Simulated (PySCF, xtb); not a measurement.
In(CF3)(F)2 (CF₅In), SMILES F[C]([In]([F])[F])(F)F.

GFN2-xTB run with xtb at its own geometry gives an orbital gap of 2.47 eV and a dipole moment of 2.58 D.

The structure is a stationary point at r2SCAN-D4/def2-SVP. The structure was generated by enumeration; whether it is a known compound was not checked. The def2 effective core potentials stand for the cores of In; spin–orbit coupling is left out.

### Question
What does PySCF with PBE0/def2-TZVP give? (An estimate is asked for; the answer gives what the named calculation found.)

### Answer
gap 6.84 eV (levels -9.66 and -2.82 eV), dipole 1.93 D.
